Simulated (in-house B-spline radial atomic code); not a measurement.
**Ionising Al8+ with different functionals**

Computed with a radial B-spline atomic code at the basis-set limit: four-component Dirac-Coulomb Hamiltonian, Fermi nucleus of rms radius 3.061 fm, spin-restricted, spherical fractional occupations for the functionals. The ionisation energy is the difference of two self-consistent energies, [He] 2s2 2p1 → [He] 2s2, without Breit or QED terms; ε is the level of the shell that loses the electron (mean over j). The electron is taken from both j subshells in proportion to 2j + 1, so the result is a j average, not the step between ground levels.

Hybrids are left out here: with spherical fractional occupations of an open shell their exact exchange keeps a self-interaction that integer-occupation calculations don't have.

```tsv
method	rung	ΔSCF (eV)	-ε(2p) (eV)
LDA VWN5	LDA	328.54	304.97
relativistic LDA	LDA	328.51	304.93
LDA PW92	LDA	328.53	304.95
LDA exchange-only	LDA	326.29	302.71
PBE	GGA	328.74	305.09
PBEsol	GGA	328.15	304.62
BLYP	GGA	329.05	305.39
RPBE	GGA	328.42	304.85
PW91	GGA	329.03	305.41
BP86	GGA	328.75	305.19
AM05	GGA	327.89	304.42
OLYP	GGA	328.11	304.80
```

(1) How do they compare with the NIST value?

Answers

(1) NIST lists 330.21 eV ± 0.04 (semi-empirical, ground level to ground level). Errors run from -3.92 to -1.16 eV; BLYP is closest (-1.16 eV), though others lie within the uncertainty of it, and part of that can be cancellation, since the calculations leave out Breit-QED terms, spin polarisation, the choice among j levels, multiplet and fine-structure energies.
